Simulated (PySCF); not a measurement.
C4H8ClF.

```xyz
14

C     -0.4171     1.9316    -0.6315
C     -0.1519     0.4784    -0.9969
C     -1.4311    -0.3272    -1.1758
C      0.8000    -0.1773    -0.0127
F      1.1115    -1.4296    -0.4236
Cl     0.1060    -0.2791     1.6379
H     -0.9634     1.9996     0.3214
H      0.5173     2.5054    -0.5283
H     -1.0246     2.4167    -1.4093
H      0.4105     0.4538    -1.9491
H     -2.0482     0.1068    -1.9760
H     -2.0228    -0.3287    -0.2479
H     -1.2072    -1.3703    -1.4400
H      1.7341     0.3951     0.0973
```

Geometry optimised at PBE0-D3(BJ)/def2-SVP. Other conformers were not sampled.

All values below come from PBE/pcSseg-1 in PySCF. Non-relativistic, no solvent.

Computed absolute GIAO shielding of each atom: isotropic value and principal components (ppm):
| atom | σ(iso) | σ11 | σ22 | σ33 | span |
|---|---|---|---|---|---|
| C1 | 160.2 | 148.3 | 150.3 | 182.1 | 33.8 |
| C2 | 140.0 | 128.2 | 138.9 | 153.0 | 24.8 |
| C3 | 165.9 | 155.9 | 158.4 | 183.3 | 27.5 |
| C4 | 60.4 | 21.7 | 64.5 | 95.0 | 73.3 |
| F5 | 300.5 | 218.8 | 286.4 | 396.4 | 177.6 |
| Cl6 | 739.7 | 456.5 | 739.6 | 1023.1 | 566.6 |
| H7 | 30.3 | 26.3 | 30.3 | 34.2 | 7.9 |
| H8 | 30.4 | 26.3 | 27.5 | 37.3 | 11.0 |
| H9 | 30.3 | 26.0 | 27.9 | 36.9 | 10.9 |
| H10 | 29.2 | 26.2 | 27.0 | 34.5 | 8.3 |
| H11 | 30.5 | 26.2 | 28.3 | 37.1 | 10.9 |
| H12 | 30.0 | 25.7 | 30.0 | 34.4 | 8.7 |
| H13 | 29.8 | 24.9 | 28.4 | 36.3 | 11.4 |
| H14 | 24.9 | 22.6 | 23.6 | 28.5 | 5.9 |
